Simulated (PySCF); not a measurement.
SMILES C1CC1C1CC1 (C6H10), GFN2-xTB optimised geometry.

```
16

C     -0.75    -1.73     0.00
C      0.75    -1.73     0.00
C      0.00    -0.42     0.00
C      0.00     0.43    -1.22
C      0.75     1.73    -1.22
C     -0.75     1.73    -1.22
H     -1.26    -2.02    -0.91
H     -1.26    -2.02     0.90
H      1.26    -2.02     0.90
H      1.26    -2.02    -0.91
H      0.00     0.14     0.92
H      0.00    -0.13    -2.15
H      1.26     2.03    -2.12
H      1.25     2.02    -0.31
H     -1.26     2.02    -0.31
H     -1.27     2.03    -2.12
```

Density from PBE0/def2-TZVP (PySCF) at that geometry.

Minimum of the electron density along straight lines between bonded atoms, close to the bond critical point (lines longer than 1.1 times the sum of covalent radii, or with two minima, are not listed):

```json
[
 {"bond": "C1–C2", "length / Å": "1.498", "ρ at the minimum / e bohr⁻³": "0.242", "∇²ρ there / e bohr⁻⁵": "-0.45", "position (fraction from the first atom)": "0.50"},
 {"bond": "C1–C3", "length / Å": "1.501", "ρ at the minimum / e bohr⁻³": "0.243", "∇²ρ there / e bohr⁻⁵": "-0.45", "position (fraction from the first atom)": "0.50"},
 {"bond": "C2–C3", "length / Å": "1.501", "ρ at the minimum / e bohr⁻³": "0.243", "∇²ρ there / e bohr⁻⁵": "-0.45", "position (fraction from the first atom)": "0.50"},
 {"bond": "C3–C4", "length / Å": "1.493", "ρ at the minimum / e bohr⁻³": "0.263", "∇²ρ there / e bohr⁻⁵": "-0.70", "position (fraction from the first atom)": "0.50"},
 {"bond": "C4–C5", "length / Å": "1.501", "ρ at the minimum / e bohr⁻³": "0.243", "∇²ρ there / e bohr⁻⁵": "-0.45", "position (fraction from the first atom)": "0.50"},
 {"bond": "C4–C6", "length / Å": "1.501", "ρ at the minimum / e bohr⁻³": "0.243", "∇²ρ there / e bohr⁻⁵": "-0.45", "position (fraction from the first atom)": "0.50"},
 {"bond": "C5–C6", "length / Å": "1.498", "ρ at the minimum / e bohr⁻³": "0.242", "∇²ρ there / e bohr⁻⁵": "-0.45", "position (fraction from the first atom)": "0.50"},
 {"bond": "C1–H7", "length / Å": "1.079", "ρ at the minimum / e bohr⁻³": "0.285", "∇²ρ there / e bohr⁻⁵": "-1.00", "position (fraction from the first atom)": "0.64"},
 {"bond": "C1–H8", "length / Å": "1.079", "ρ at the minimum / e bohr⁻³": "0.285", "∇²ρ there / e bohr⁻⁵": "-1.00", "position (fraction from the first atom)": "0.64"},
 {"bond": "C2–H9", "length / Å": "1.079", "ρ at the minimum / e bohr⁻³": "0.285", "∇²ρ there / e bohr⁻⁵": "-1.00", "position (fraction from the first atom)": "0.64"},
 {"bond": "C2–H10", "length / Å": "1.079", "ρ at the minimum / e bohr⁻³": "0.285", "∇²ρ there / e bohr⁻⁵": "-1.00", "position (fraction from the first atom)": "0.64"},
 {"bond": "C3–H11", "length / Å": "1.084", "ρ at the minimum / e bohr⁻³": "0.284", "∇²ρ there / e bohr⁻⁵": "-1.00", "position (fraction from the first atom)": "0.64"},
 {"bond": "C4–H12", "length / Å": "1.084", "ρ at the minimum / e bohr⁻³": "0.284", "∇²ρ there / e bohr⁻⁵": "-0.99", "position (fraction from the first atom)": "0.64"},
 {"bond": "C5–H13", "length / Å": "1.079", "ρ at the minimum / e bohr⁻³": "0.285", "∇²ρ there / e bohr⁻⁵": "-1.00", "position (fraction from the first atom)": "0.64"},
 {"bond": "C5–H14", "length / Å": "1.079", "ρ at the minimum / e bohr⁻³": "0.285", "∇²ρ there / e bohr⁻⁵": "-1.00", "position (fraction from the first atom)": "0.64"},
 {"bond": "C6–H15", "length / Å": "1.079", "ρ at the minimum / e bohr⁻³": "0.285", "∇²ρ there / e bohr⁻⁵": "-1.00", "position (fraction from the first atom)": "0.64"},
 {"bond": "C6–H16", "length / Å": "1.079", "ρ at the minimum / e bohr⁻³": "0.285", "∇²ρ there / e bohr⁻⁵": "-1.00", "position (fraction from the first atom)": "0.64"}
]
```
